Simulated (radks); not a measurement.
The nitrogen anion N- inside a hard spherical wall (all orbitals vanish at R), configuration held at [He] 2s2 2p4 and not refilled when levels cross. Calculated with a radial shooting solver on a logarithmic mesh with Libxc functionals: non-relativistic Kohn-Sham, r2SCAN, spin-polarised, spherical densities, point nucleus; open shells are filled with parallel spins first; meta-GGA in the generalised Kohn-Sham scheme. Eigenvalues in eV for spin up, with the zero of energy where the potential of the charges vanishes at infinity; a dash marks a level that is unbound or too diffuse for the functional's potential to be trusted. A positive occupied level is held by the wall or, in an anion where self-interaction has pushed it up, behind a barrier. The pressure on the wall is -dE/dV.

R (bohr)	E (hartree)	kinetic (hartree)	e(1s)	e(2s)	e(2p)	e(3s, empty)	e(3p, empty)	pressure (GPa)
15	-54.57276	54.436	-380.96	-13.707	-1.477	2.893	3.311	0.0240
10	-54.56044	54.410	-378.89	-11.514	0.571	5.037	6.188	0.0659
7	-54.54645	54.428	-377.50	-10.190	1.790	8.462	11.067	0.447
4	-54.37730	55.044	-370.93	-5.798	6.530	26.516	31.813	31.5
2	-50.98290	64.131	-326.73	27.372	41.975	158.66	150.18	3930
1.5	-44.71983	77.128	-286.16	75.347	85.255	328.50	286.53	22700
